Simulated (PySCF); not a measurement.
## Electron correlation in Mn²⁺ (manganese, charge +2)

[Ar] 3d4 4p1, one real determinant (an excited configuration). Computed with PySCF 2.14 in dyall-av2z (16s12p7d2f, 101 functions), with no relativity, point nucleus. Frozen: [Ar]; 5 electrons correlated; the 25 highest virtual orbitals of each spin left out.

```
  level  correlation energy (mhartree)
   CCSD                         -46.34
    (T)                          -0.36
CCSD(T)                         -46.70
```

Diagnostics: T1 = 0.0049, D1 = 0.0109, largest double amplitude 0.038.

The real determinant used has ⟨L²⟩ near 8 against 12 for a pure F term, so it mixes terms.

Cost of the coupled-cluster step: of the order of 7 core-seconds, for 5 correlated electrons.

Iterations:

```
CC2 = 0
CCSD nocc = (np.int64(5), np.int64(0)), nmo = (67, 67)
frozen orbitals [[0, 1, 2, 3, 4, 5, 6, 7, 8, 76, 77, 78, 79, 80, 81, 82, 83, 84, 85, 86, 87, 88, 89, 90, 91, 92, 93, 94, 95, 96, 97, 98, 99, 100], [0, 1, 2, 3, 4, 5, 6, 7, 8, 76, 77, 78, 79, 80, 81, 82, 83, 84, 85, 86, 87, 88, 89, 90, 91, 92, 93, 94, 95, 96, 97, 98, 99, 100]]
max_cycle = 100
direct = 0
conv_tol = 1e-08
conv_tol_normt = 1e-06
diis_space = 8
diis_start_cycle = 0
Init t2, MP2 energy = -0.0409431055920196
Init E_corr(UCCSD) = -0.0409431055945915
cycle = 1  E_corr(UCCSD) = -0.0452947274462924  dE = -0.00435162185  norm(t1,t2) = 0.015572
cycle = 2  E_corr(UCCSD) = -0.0459894398499701  dE = -0.000694712404  norm(t1,t2) = 0.00583142
cycle = 3  E_corr(UCCSD) = -0.0462770658427127  dE = -0.000287625993  norm(t1,t2) = 0.00288155
cycle = 4  E_corr(UCCSD) = -0.046254198781392  dE = 2.28670613e-05  norm(t1,t2) = 0.00145018
cycle = 5  E_corr(UCCSD) = -0.0462810214303635  dE = -2.6822649e-05  norm(t1,t2) = 0.00127958
cycle = 6  E_corr(UCCSD) = -0.0463015356523001  dE = -2.05142219e-05  norm(t1,t2) = 0.00116178
cycle = 7  E_corr(UCCSD) = -0.0463349619734055  dE = -3.34263211e-05  norm(t1,t2) = 0.000597772
cycle = 8  E_corr(UCCSD) = -0.0463387570201211  dE = -3.79504672e-06  norm(t1,t2) = 0.000248112
cycle = 9  E_corr(UCCSD) = -0.0463398923834188  dE = -1.1353633e-06  norm(t1,t2) = 8.29146e-05
cycle = 10  E_corr(UCCSD) = -0.0463400217200787  dE = -1.2933666e-07  norm(t1,t2) = 2.49347e-05
cycle = 11  E_corr(UCCSD) = -0.0463400591807649  dE = -3.74606862e-08  norm(t1,t2) = 7.31989e-06
cycle = 12  E_corr(UCCSD) = -0.0463399976999264  dE = 6.14808385e-08  norm(t1,t2) = 1.7055e-06
cycle = 13  E_corr(UCCSD) = -0.0463400069252969  dE = -9.22537046e-09  norm(t1,t2) = 5.07233e-07
UCCSD converged
E(UCCSD) = -1148.649424234058  E_corr = -0.04634000692529688
UCCSD(T) correction = -0.000355360557551122
```

The reference is one real determinant that mixes LS terms of this configuration.
